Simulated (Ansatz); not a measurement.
Consider the formal loss of a carbene: `CN1BC1[SiH3]` → `[SiH3]C1BN1` + `[CH2]` (triplet).

Computed with Ansatz on PBE0-D4/def2-TZVP structures; ΔE is electronic, products minus reactants. CCSD(T)/CBS is the MP2 limit (def2-TZVPP, def2-QZVPP) plus CCSD(T) − MP2 in def2-TZVPP, frozen cores. This one scheme is used for every species. Functionals use def2-TZVPP. Triplets are unrestricted, without spin–orbit coupling.

| level | ΔE (kJ/mol) |
| --- | --- |
| r2SCAN-D4 | 402.8 |
| PBE0-D4 | 424.0 |
| CAM-B3LYP-D4 | 423.9 |
| PBE | 427.4 |
| r2SCAN | 400.7 |
| HF/def2-TZVPP | 278.2 |
| SCS-MP2/def2-TZVPP | 428.7 |
| CCSD/CBS(def2) | 412.0 |

Q: What does CCSD(T)/CBS give? (An estimate is asked.)

A: Computed: +423.8 kJ/mol. The listed levels differ from it by -21.0, 0.2, 0.1, 3.6, -23.1, -145.6, 4.9, -11.8 kJ/mol.

Q: What do rigid-rotor, harmonic-oscillator terms from PBE0-D4/def2-TZVP frequencies (298.15 K, 1 bar) make of the CCSD(T)/CBS value? (An estimate is asked.)

A: Ansatz gave: ΔZPE = -30.0 kJ/mol, ΔH = +400.3 kJ/mol, ΔS = 163 J/(mol·K), ΔG = +351.8 kJ/mol. Open shells count their whole term as degenerate.

Largest T1 diagnostic among the species: 0.014.

The D4 term adds +11.3 kJ/mol with B3LYP and +6.3 kJ/mol with PBE0; it sums over pairs of atoms, weighted by their polarisabilities, and B3LYP, whose exchange is more repulsive, gets the larger term. From r2SCAN to r2SCAN0 (25 % exact exchange), in def2-TZVPP and without D4, ΔE moves by −5.3 kJ/mol. In def2-TZVPP, CCSD(T) changes the Hartree–Fock value by +135.8 kJ/mol (the triples alone add +11.8 kJ/mol) and MP2 by +148.9 kJ/mol.

CCSD(T)/CBS has its own doubt, a few kJ/mol and more with outer-core shells, so smaller differences from it don't rank the levels.

B3LYP here is the variant with VWN-RPA as its local correlation; programs differ in this.
